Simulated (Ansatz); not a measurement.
ClFH5NSi2 (`F[SiH](Cl)N[SiH3]`). Charge 0, multiplicity 1.

```xyz
10

F     1.416   -2.064   -0.490
Si    0.307   -1.049   -1.011
Cl    0.707   -0.761   -2.992
N     0.360    0.444   -0.209
Si   -0.508    0.913    1.219
H    -0.998   -1.699   -0.823
H     1.017    1.117   -0.579
H     0.411    1.167    2.359
H    -1.298    2.147    0.976
H    -1.414   -0.215    1.550
```

Q: Give the diagnostics of a CCSD(T)/def2-TZVPP run (frozen core, Ansatz). (An estimate is asked.)

A: Ansatz gave: T1 = 0.0107, largest single amplitude 0.013, largest double 0.015, (T) share of the correlation energy 3.4 %, 8 CCSD cycles. The RHF solution is stable towards an unrestricted one. T1 lies under the customary mark of 0.02 for closed shells.
